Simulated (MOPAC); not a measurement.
Input for MOPAC: PM6 on GeH4Te (SMILES [GeH3][TeH]), a point of a bond scan (R = 3.326 Å).

```
PM6 1SCF PRECISE CHARGE=0 THREADS=1
GeH4Te

Te    -0.09896076 1     0.80692664 1     0.65430353 1
H      0.62346088 1     2.93602838 1    -1.79630119 1
Ge     0.13620165 1    -1.21741469 1    -0.93151219 1
H      1.56045513 1    -1.29524723 1    -1.50328127 1
H     -0.15262004 1    -2.45072946 1    -0.06258670 1
H     -0.88257830 1    -1.12841585 1    -2.07852674 1
```

The log:

```
*******************************************************************************
 **                                                                           **
 **                              MOPAC v23.2.5                                **
 **                                                                           **
 *******************************************************************************
 ** MOPAC's Digital Object Identifier: https://doi.org/10.5281/zenodo.6511958 **
 **                                                                           **
 ** Please cite the open-source release paper for use of this MOPAC version:  **
 ** J. E. Moussa and J. J. P. Stewart (2026)                                  **
 ** MOPAC: An open-source semiempirical molecular orbital program             **
 ** J. Open Source Softw., 11(119), 8025, https://doi.org/10.21105/joss.08025 **
 *******************************************************************************

                              PM6 CALCULATION RESULTS

 *******************************************************************************
 *  PM6        - The PM6 Hamiltonian to be used
 *
 *
 *
 *                 CHARGE ON SYSTEM = 0
 *
 *
 *
 *  PRECISE    - TIGHTER CRITERIA TO BE USED
 *  1SCF       - DO 1 SCF AND THEN STOP
 *  THREADS=1  - MULTI-THREADING NOT USED
 *  T=         - A TIME OF 172800.0 SECONDS REQUESTED
 *  DUMP=N     - RESTART FILE WRITTEN EVERY 7200.0 SECONDS REQUESTED
 *******************************************************************************
PM6 1SCF PRECISE CHARGE=0 THREADS=1
 GeH4Te

   ATOM   CHEMICAL          X               Y               Z
  NUMBER   SYMBOL      (ANGSTROMS)     (ANGSTROMS)     (ANGSTROMS)

     1      Te         -0.09896076  *   0.80692664  *   0.65430353  *
     2       H          0.62346088  *   2.93602838  *  -1.79630119  *
     3      Ge          0.13620165  *  -1.21741469  *  -0.93151219  *
     4       H          1.56045513  *  -1.29524723  *  -1.50328127  *
     5       H         -0.15262004  *  -2.45072946  *  -0.06258670  *
     6       H         -0.88257830  *  -1.12841585  *  -2.07852674  *



          CARTESIAN COORDINATES

    NO.       ATOM           X           Y           Z

     1        Te         -0.0990      0.8069      0.6543
     2         H          0.6235      2.9360     -1.7963
     3        Ge          0.1362     -1.2174     -0.9315
     4         H          1.5605     -1.2952     -1.5033
     5         H         -0.1526     -2.4507     -0.0626
     6         H         -0.8826     -1.1284     -2.0785

 General Reference for PM6:
 "Optimization of Parameters for Semiempirical Methods V: Modification of NDDO Approximations
 and Application to 70 Elements", J. J. P. Stewart, J. Mol. Mod., 13, 1173-1213 (2007)
 URL: https://link.springer.com/article/10.1007/s00894-007-0233-4

           Empirical Formula: H4 Te Ge  =     6 atoms



      MOLECULAR POINT GROUP   :   Cs


      RHF CALCULATION, NO. OF DOUBLY OCCUPIED LEVELS = 7


 -------------------------------------------------------------------------------
 PM6 1SCF PRECISE CHARGE=0 THREADS=1
 GeH4Te



     1SCF WAS SPECIFIED, SO BFGS WAS NOT USED
     SCF FIELD WAS ACHIEVED


                              PM6 CALCULATION
                                                       MOPAC v23.2.5 Linux




          FINAL HEAT OF FORMATION =         87.98049 KCAL/MOL =     368.11036 KJ/MOL


          COSMO AREA              =        129.21 SQUARE ANGSTROMS
          COSMO VOLUME            =        118.32 CUBIC ANGSTROMS

          IONIZATION POTENTIAL    =          7.875225 EV
          HOMO LUMO ENERGIES (EV) =         -7.875 -2.338
          NO. OF FILLED LEVELS    =          7
          MOLECULAR WEIGHT        =        204.2216         POINT GROUP:  Cs

          MOLECULAR DIMENSIONS (Angstroms)

            Atom       Atom       Distance
            H     5    H     2     5.71185
           Te     1    H     4     3.25779
           Te     1    H     6     2.32038


          SCF CALCULATIONS        =          1





   ATOM   CHEMICAL          X               Y               Z
  NUMBER   SYMBOL      (ANGSTROMS)     (ANGSTROMS)     (ANGSTROMS)

     1      Te         -0.09896076  *   0.80692664  *   0.65430353  *
     2       H          0.62346088  *   2.93602838  *  -1.79630119  *
     3      Ge          0.13620165  *  -1.21741469  *  -0.93151219  *
     4       H          1.56045513  *  -1.29524723  *  -1.50328127  *
     5       H         -0.15262004  *  -2.45072946  *  -0.06258670  *
     6       H         -0.88257830  *  -1.12841585  *  -2.07852674  *

                             CARTESIAN COORDINATES

   1   Te       -0.098960760     0.806926640     0.654303530
   2    H        0.623460880     2.936028380    -1.796301190
   3   Ge        0.136201650    -1.217414690    -0.931512190
   4    H        1.560455130    -1.295247230    -1.503281270
   5    H       -0.152620040    -2.450729460    -0.062586700
   6    H       -0.882578300    -1.128415850    -2.078526740


           Empirical Formula: H4 Te Ge  =     6 atoms



      MOLECULAR POINT GROUP   :   Cs


                  EIGENVALUES
 -67.94017 -19.51360 -12.69990 -12.66728  -9.84049  -8.04552  -7.87522  -2.33803
   0.16895   2.02053   2.03902   2.98142


              NET ATOMIC CHARGES AND DIPOLE CONTRIBUTIONS

  ATOM NO.   TYPE          CHARGE      No. of ELECS.   s-Pop       p-Pop
    1         Te          -0.215648        6.2156     1.96924     4.24640
    2          H           0.192008        0.8080     0.80799
    3         Ge          -0.397212        4.3972     1.20015     3.19706
    4          H           0.134879        0.8651     0.86512
    5          H           0.151094        0.8489     0.84891
    6          H           0.134879        0.8651     0.86512
 DIPOLE           X         Y         Z       TOTAL
 POINT-CHG.     0.746     0.846    -2.923     3.133
 HYBRID         0.056    -0.390    -0.351     0.527
 SUM            0.802     0.456    -3.274     3.401


          ATOMIC ORBITAL ELECTRON POPULATIONS

     Atom    s        px        py        pz
    1 Te   1.96924   1.94646   1.08593   1.21401
    2  H   0.80799
    3 Ge   1.20015   1.10988   1.03424   1.05294
    4  H   0.86512
    5  H   0.84891
    6  H   0.86512

 **********************
 *                    *
 * JOB ENDED NORMALLY *
 *                    *
 **********************




 == MOPAC DONE ==
```

The run finished.

Cost: around 0.03 core-seconds (rough).
